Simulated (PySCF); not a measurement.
Br3Pb (SMILES [Br][Pb-]([Br])[Br]), charge -1, singlet, at a GFN2-xTB geometry (such geometries of metal compounds can be far from the true shape) (core potentials on Pb). Base run: DF-PBE0/def2-SV(P) in PySCF.

PySCF was given this input:
```python
from pyscf import gto, scf, dft

mol = gto.Mole()
mol.atom = '''
    Pb    0.00381371   -0.00015158    0.64375725
    Br    0.60057734   -2.35520043   -0.50687391
    Br    1.73497476    1.70048433   -0.51263926
    Br   -2.34448708    0.65507125   -0.48871810
'''
mol.basis = 'def2-sv(p)'
mol.ecp = {'Pb': 'def2-sv(p)'}
mol.charge = -1
mol.verbose = 4
mol.build()

mf = dft.RKS(mol)
mf.xc = 'pbe0'
mf = mf.density_fit(auxbasis='def2-universal-jkfit')
mf.kernel()
```

Each row names what was changed in the base input (with any setting that the change needs).

```json
[
 {"change": "base", "ΔE vs base (µEh)": "0.0", "grid points": "84504", "electrons on the grid": "127.99994"},
 {"change": "grids.level = 5", "ΔE vs base (µEh)": "-36.3", "grid points": "183264", "electrons on the grid": "128.00000"},
 {"change": "grids.atom_grid = (150, 974)", "ΔE vs base (µEh)": "-40.8", "grid points": "281904", "electrons on the grid": "128.00000"},
 {"change": "grids.radi_method = delley", "ΔE vs base (µEh)": "2.4", "grid points": "82656", "electrons on the grid": "127.99994"},
 {"change": "grids.level = 0", "ΔE vs base (µEh)": "-7220", "grid points": "10592", "electrons on the grid": "127.99645"},
 {"change": "small_rho_cutoff = 0", "ΔE vs base (µEh)": "0.0", "grid points": "84504", "electrons on the grid": "127.99994"},
 {"change": "grids.atom_grid = (99, 590)", "ΔE vs base (µEh)": "-28.6", "grid points": "113784", "electrons on the grid": "127.99999"},
 {"change": "grids.level = 1", "ΔE vs base (µEh)": "260", "grid points": "30656", "electrons on the grid": "128.00003"},
 {"change": "grids.atom_grid = (50, 194)", "ΔE vs base (µEh)": "422", "grid points": "24536", "electrons on the grid": "128.00001"},
 {"change": "grids.radi_method = mura_knowles", "ΔE vs base (µEh)": "-4.6", "grid points": "76976", "electrons on the grid": "127.99995"},
 {"change": "grids.prune = off", "ΔE vs base (µEh)": "-0.1", "grid points": "160584", "electrons on the grid": "127.99994"}
]
```
